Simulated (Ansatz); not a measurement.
A nudged elastic band was laid between two geometries of F4H2O2W + H2 (11 atoms, charge 0, multiplicity 1).

Method: RKS LDA/def2-SVP (Ansatz 0.2.0).

| Quantity | Value |
| --- | --- |
| movable images | 7 |
| climbing image | yes |
| spring | 5.0 eV/Å² |
| optimiser | quadratic models (default) |
| start path | through a guess of the saddle point |
| force threshold | 0.5 eV/Å |
| iteration limit | 60 |
| end points | relaxed |

Initial state:

```xyz
11
Properties=species:S:1:pos:R:3
W -0.382 -0.176 -0.024
O -0.413 0.346 1.747
H 0.282 0.793 2.289
F 1.399 0.430 0.026
F -0.867 1.484 -0.707
F -2.186 -0.590 -0.068
O 0.065 -1.945 0.332
H 0.250 -2.739 -0.206
F -0.026 -0.602 -1.810
H 1.871 1.269 1.938
H 1.817 1.517 2.685
```

Final state:

```xyz
11
Properties=species:S:1:pos:R:3
W 0.006 0.151 -0.166
O 0.543 -0.250 2.027
H -0.070 0.299 2.563
F 1.858 0.402 0.088
F -1.109 1.281 -1.142
F -1.596 0.047 0.830
O 0.029 -1.711 0.073
H -0.003 -2.046 0.996
F 0.597 -0.150 -1.905
H 0.119 1.600 0.757
H 1.437 0.164 2.080
```

Which bonds break or form, and what moves?

Bonds broken: H10–H11. Bonds formed: W1–H10, O2–H11. F4H2O2W + H2 becomes F4H4O2W.

What energy profile does the band end with?

It converged. The highest image is number 6 of 0 to 8, 1.37 eV above the first end and 0.79 eV above the last; the last end lies 0.58 eV above the first. The threshold of 0.5 eV/Å is loose, so the images may lie well off the minimum-energy path. The order of the point at the top wasn't checked. The orbitals stay closed-shell, which can raise the energy where a bond breaks towards radicals; this wasn't checked here.

```json
{"image": "0", "path coordinate (Å)": "0.00", "energy (eV)": "0.00", "H10–H11 (Å)": "0.79", "W1–H10 (Å)": "3.32", "O2–H11 (Å)": "2.69"}
{"image": "1", "path coordinate (Å)": "1.08", "energy (eV)": "0.07", "H10–H11 (Å)": "0.79", "W1–H10 (Å)": "3.26", "O2–H11 (Å)": "2.93"}
{"image": "2", "path coordinate (Å)": "2.17", "energy (eV)": "0.18", "H10–H11 (Å)": "0.78", "W1–H10 (Å)": "3.39", "O2–H11 (Å)": "2.89"}
{"image": "3", "path coordinate (Å)": "3.25", "energy (eV)": "0.23", "H10–H11 (Å)": "0.78", "W1–H10 (Å)": "3.53", "O2–H11 (Å)": "2.62"}
{"image": "4", "path coordinate (Å)": "4.34", "energy (eV)": "0.37", "H10–H11 (Å)": "0.78", "W1–H10 (Å)": "3.20", "O2–H11 (Å)": "2.39"}
{"image": "5", "path coordinate (Å)": "5.42", "energy (eV)": "0.84", "H10–H11 (Å)": "0.79", "W1–H10 (Å)": "2.60", "O2–H11 (Å)": "2.03"}
{"image": "6", "path coordinate (Å)": "6.50", "energy (eV)": "1.37", "H10–H11 (Å)": "0.97", "W1–H10 (Å)": "1.89", "O2–H11 (Å)": "1.26"}
{"image": "7", "path coordinate (Å)": "7.68", "energy (eV)": "0.71", "H10–H11 (Å)": "1.81", "W1–H10 (Å)": "1.73", "O2–H11 (Å)": "0.99"}
{"image": "8", "path coordinate (Å)": "8.85", "energy (eV)": "0.58", "H10–H11 (Å)": "2.36", "W1–H10 (Å)": "1.72", "O2–H11 (Å)": "0.99"}
```

What is the geometry of the highest image?


```xyz
11
Properties=species:S:1:pos:R:3:forces:R:3
W 0.134 0.111 -0.050 -0.46 -0.21 -0.22
O 0.544 -0.280 2.026 0.48 0.10 -0.04
H -0.270 -0.532 2.504 -0.24 0.14 0.04
F 1.958 0.238 -0.156 0.28 0.05 0.14
F -0.206 1.720 -0.986 0.01 -0.14 0.15
F -1.560 0.328 0.674 -0.11 0.03 0.03
O 0.050 -1.770 0.154 -0.08 0.16 -0.32
H 0.267 -2.132 1.041 0.08 0.14 0.14
F -0.096 -0.461 -1.797 0.04 -0.04 -0.04
H 0.452 1.620 1.047 0.02 0.19 -0.32
H 0.538 0.946 1.746 -0.02 -0.41 0.44
```

The run took 94 s on 4 threads of Arm Neoverse V2 (shared host), peak memory 0.21 GiB.
